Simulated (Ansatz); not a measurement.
Cost and result for the atomization energy of C₂H₃FInN (`F[C]1([InH2])C=N1`) (8 atoms, 8 bonds).

The species carries charge 0 and has multiplicity 1. Correlated methods include outer-core shells of In, which these sets cover unevenly. In takes the def2 core potential. The geometry is a stationary point of PBE0-D4/def2-TZVP. Program: Ansatz. All runs use 4 threads of an Arm Neoverse V2 on a shared host. Times are those of one run each, without the atoms' runs, and a repeat can differ threefold. Electronic energies, without spin–orbit coupling; frozen cores. CCSD(T)/CBS adds CCSD(T) − MP2 in def2-TZVPP to the MP2 limit, and its time is that of the two runs behind it. T1 = 0.014. With those shells the extrapolation isn't a true limit. B3LYP takes the VWN-RPA correlation (the form of Gaussian; ORCA's B3LYP/G).

CCSD(T)/CBS is a level of theory with its own doubt, some kJ/mol a heavy atom from the limit and from the frozen cores, so smaller differences don't rank the functionals.

```json
{"level": "revPBE-D4/def2-TZVPP", "functions": "216", "wall time": "1.8 s"}
{"level": "PBE-D4/def2-TZVPP (with forces)", "functions": "216", "wall time": "2.2 s"}
{"level": "PBE0-D4/def2-TZVPP", "functions": "216", "wall time": "2.5 s"}
{"level": "BHLYP-D4/def2-TZVPP", "functions": "216", "wall time": "2.6 s"}
{"level": "CAM-B3LYP-D4/def2-TZVPP", "functions": "216", "wall time": "2.8 s"}
{"level": "r2SCAN-D4/def2-TZVPP (with forces)", "functions": "216", "wall time": "3.9 s"}
{"level": "B3LYP-D4/def2-TZVPP (with forces)", "functions": "216", "wall time": "4 s"}
{"level": "B2PLYP/def2-TZVPP", "functions": "216", "wall time": "4.8 s"}
{"level": "CCSD(T)/def2-SVP", "functions": "97", "wall time": "5.5 s"}
{"level": "B97M-V/def2-TZVPP", "functions": "216", "wall time": "8.5 s"}
{"level": "MP2/def2-QZVPP", "functions": "400", "wall time": "15 s"}
{"level": "CCSD(T)/def2-TZVPP", "functions": "216", "wall time": "2.2 min"}
{"level": "CCSD(T)/CBS(def2)", "functions": "–", "wall time": "2.4 min"}
```

(1) What atomization energy does each give, and how far from CCSD(T)/CBS? (Estimate.)

Answers

(1) Computed: 
```tsv
level	atomization (kcal/mol)	difference from CCSD(T)/CBS	per bond
revPBE-D4/def2-TZVPP	645.0	8.0	1.0
PBE-D4/def2-TZVPP (with forces)	668.8	31.8	4.0
PBE0-D4/def2-TZVPP	643.7	6.7	0.8
BHLYP-D4/def2-TZVPP	600.9	-36.1	-4.5
CAM-B3LYP-D4/def2-TZVPP	641.1	4.1	0.5
r2SCAN-D4/def2-TZVPP (with forces)	640.3	3.3	0.4
B3LYP-D4/def2-TZVPP (with forces)	634.9	-2.1	-0.3
B2PLYP/def2-TZVPP	628.3	-8.7	-1.1
CCSD(T)/def2-SVP	596.9	-40.1	-5.0
B97M-V/def2-TZVPP	643.0	6.0	0.8
MP2/def2-QZVPP	647.4	10.4	1.3
CCSD(T)/def2-TZVPP	616.5	-20.5	-2.6
CCSD(T)/CBS(def2)	637.0	0.0	0.0
```

In def2-TZVPP, CCSD(T) changes the Hartree–Fock value by +215.6 kcal/mol (the triples alone add +17.2 kcal/mol) and MP2 by +234.3 kcal/mol; breaking electron pairs costs correlation energy, which Hartree–Fock lacks. The D4 term adds +6.3 kcal/mol with B3LYP and +3.2 kcal/mol with PBE0; it sums over pairs of atoms, weighted by their polarisabilities, and B3LYP, whose exchange is more repulsive, gets the larger term. From BLYP to BHLYP (50 % exact exchange), in def2-TZVPP and without D4, the atomization energy moves by −38.1 kcal/mol: exact exchange takes away binding that semilocal exchange gives to molecules.

Spin–orbit coupling would lower the free In atoms strongly, and the atomization energy with them, by more than many differences here.
